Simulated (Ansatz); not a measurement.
Cost and result for the atomization energy of CH4AlFSi, SMILES `F[SiH]1[CH2][AlH]1` (8 atoms, 8 bonds).

```xyz
8

F    -0.1893   -2.4787   -0.2329
Si   -0.6398   -0.9367   -0.2306
C     0.6359    0.4061   -0.4758
Al   -0.3085    0.8664    1.1928
H    -1.7442   -0.8095   -1.2176
H     1.5669    0.1373    0.0656
H     0.9089    0.8504   -1.4312
H    -0.2299    1.9646    2.3297
```

The species carries charge 0 and has multiplicity 1. All single points use the PBE0-D4/def2-TZVP geometry. Program: Ansatz. All runs use 2 threads of an Arm Neoverse V2 on a shared host. Times are those of one run each, without the atoms' runs, and a repeat can differ threefold. Electronic energies, without spin–orbit coupling; frozen cores. CCSD(T)/CBS adds CCSD(T) − MP2 in def2-TZVPP to the MP2 limit, and its time is that of the two runs behind it. T1 = 0.013.

CCSD(T)/CBS is a level of theory with its own doubt, some kJ/mol a heavy atom from the limit and from the frozen cores, so smaller differences don't rank the functionals.

```
                             level  functions  wall time
            LDA (SPW92)/def2-TZVPP        202      1.4 s
                  CCSD(T)/def2-SVP         84      2.2 s
              revPBE-D4/def2-TZVPP        202      2.4 s
                BLYP-D4/def2-TZVPP        202      2.4 s
               BHLYP-D4/def2-TZVPP        202      3.3 s
           CAM-B3LYP-D4/def2-TZVPP        202      3.5 s
r2SCAN-D4/def2-TZVPP (with forces)        202        6 s
             r2SCANh-D4/def2-TZVPP        202        6 s
                 B2PLYP/def2-TZVPP        202        6 s
                ωB97X-V/def2-TZVPP        202        9 s
                    MP2/def2-QZVPP        374       17 s
                CCSD(T)/def2-TZVPP        202       56 s
                 CCSD(T)/CBS(def2)          –       73 s
```

(1) What atomization energy does each give, and how far from CCSD(T)/CBS? (Best estimate.)

## Answers

(1) Computed: 
```tsv
level	atomization (kJ/mol)	difference from CCSD(T)/CBS	per bond
LDA (SPW92)/def2-TZVPP	2990.5	352.0	44.0
CCSD(T)/def2-SVP	2439.6	-198.9	-24.9
revPBE-D4/def2-TZVPP	2594.9	-43.6	-5.4
BLYP-D4/def2-TZVPP	2603.2	-35.3	-4.4
BHLYP-D4/def2-TZVPP	2550.3	-88.2	-11.0
CAM-B3LYP-D4/def2-TZVPP	2630.0	-8.5	-1.1
r2SCAN-D4/def2-TZVPP (with forces)	2649.8	11.3	1.4
r2SCANh-D4/def2-TZVPP	2631.8	-6.7	-0.8
B2PLYP/def2-TZVPP	2593.2	-45.3	-5.7
ωB97X-V/def2-TZVPP	2646.0	7.5	0.9
MP2/def2-QZVPP	2653.1	14.6	1.8
CCSD(T)/def2-TZVPP	2561.1	-77.4	-9.7
CCSD(T)/CBS(def2)	2638.5	0.0	0.0
```

From BLYP to BHLYP (50 % exact exchange), in def2-TZVPP and without D4, the atomization energy moves by −40.6 kJ/mol: exact exchange takes away binding that semilocal exchange gives to molecules. The D4 term adds +24.8 kJ/mol with B3LYP and +12.8 kJ/mol with PBE0; it sums over pairs of atoms, weighted by their polarisabilities, and B3LYP, whose exchange is more repulsive, gets the larger term. Leaving LDA and LC-ωPBE aside and taking each functional with its dispersion term where it has one, the values, not all of them listed here, spread over 119.3 kJ/mol, from BHLYP-D4 to B97M-V. LDA lies +347.0 kJ/mol from PBE without D4, its usual overbinding.

B3LYP here is the variant with VWN-RPA as its local correlation; programs differ in this.
